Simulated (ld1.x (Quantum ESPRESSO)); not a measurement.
# Ag (Z = 47): one change to an ultrasoft potential, before and after

| Item | Value |
| --- | --- |
| Element | silver |
| Generator | ld1.x (Quantum ESPRESSO) 7.5 |
| Type | ultrasoft |
| Functional | BLYP |
| Relativity | fully relativistic |
| Frozen core | [Kr] |
| Valence charge | 11 |
| Reference configuration | 4d9 5s2 5p0 |
| Partial waves | 5s (bound): rcut 2.60, rcutus 2.85 bohr; 5s channel at -0.1 Ry: rcut 2.60, rcutus 2.85 bohr; 5p (bound, empty): rcut 3.00, rcutus 3.80 bohr; 5p channel at 0.85 Ry: rcut 3.00, rcutus 3.80 bohr; 4d (bound): rcut 1.55, rcutus 1.75 bohr; 4d channel at -0.25 Ry: rcut 1.55, rcutus 1.75 bohr |
| Local potential | all-electron potential smoothed inside 3.00 bohr (lloc = -1) |
| Core correction | a·sin(br)/r model core inside 1.50 bohr |
| Augmentation charge | PSQ, inside the norm-conserving radii |

Open shells are filled in proportion to 2j + 1 (rel_dist='average').

Change: wave 5s channel at -0.1 Ry: rcut 2.60, rcutus 2.85 bohr becomes 5s channel at 3.39 Ry: rcut 2.60, rcutus 2.85 bohr.

Cutoffs: the cutoffs (Ry, on a coarse ladder) from which the occupation-weighted sum of valence levels, in a spherical-Bessel basis at the reference potential, stays within 10 and 1 mRy of its value at 400 Ry; they do not see the model core or the augmentation charge, which bear on the density cutoff. Errors are all-electron minus pseudo energies relative to the spin-unpolarised reference configuration.

How do hardness, ghosts and transferability respond?

The potential gets neither clearly harder nor softer (40 Ry and 60 Ry → 40 Ry and 60 Ry); the errors of the 7 common tests hardly move; the range in which the s phases agree widens (upper end 3.2 → 4.6); neither file shows a bound ghost.

| quantity | base | changed |
| --- | --- | --- |
| cutoff, loose | 40 Ry | 40 Ry |
| cutoff, tight | 60 Ry | 60 Ry |
| bound ghosts | none | none |
| error for 4d10 5s1 5p0, meV [ΔE -3.93 eV] | -49 | -49 |
| error for 4d10 5s0 5p0, meV [ΔE 3.95 eV] | -88 | -88 |
| error for 4d9 5s0 5p0, meV [ΔE 25.99 eV] | -73 | -73 |
| error for 4d7 5s0 5p0, meV [ΔE 113.64 eV] | -157 | -157 |
| error for 4d9 5s1 5p1, meV [ΔE 4.49 eV] | -5.1 | -5.0 |
| error for 4d9 5s1 5p0, meV [ΔE 9.11 eV] | -11 | -11 |
| error for 4d8 5s0 5p0, meV [ΔE 62.07 eV] | -128 | -128 |
| s: phases at 4.08 bohr within 0.05 rad from the reference energy up to (Ry; the scan ends near 5) | 3.2 | 4.6 |
| p1/2: phases at 4.08 bohr within 0.05 rad from the reference energy up to (Ry; the scan ends near 5) | 1.4 | 1.4 |
| p3/2: phases at 4.08 bohr within 0.05 rad from the reference energy up to (Ry; the scan ends near 5) | 1.6 | 1.6 |
| d3/2: phases at 4.08 bohr within 0.05 rad from the reference energy up to (Ry; the scan ends near 5) | 2.8 | 2.8 |
| d5/2: phases at 4.08 bohr within 0.05 rad from the reference energy up to (Ry; the scan ends near 5) | 2.8 | 2.8 |
| lowest overlap eigenvalue by channel | s 0.36, p1/2 0.57, p3/2 0.59, d3/2 1.00, d5/2 0.99 | s 0.62, p1/2 0.57, p3/2 0.59, d3/2 1.00, d5/2 0.99 |
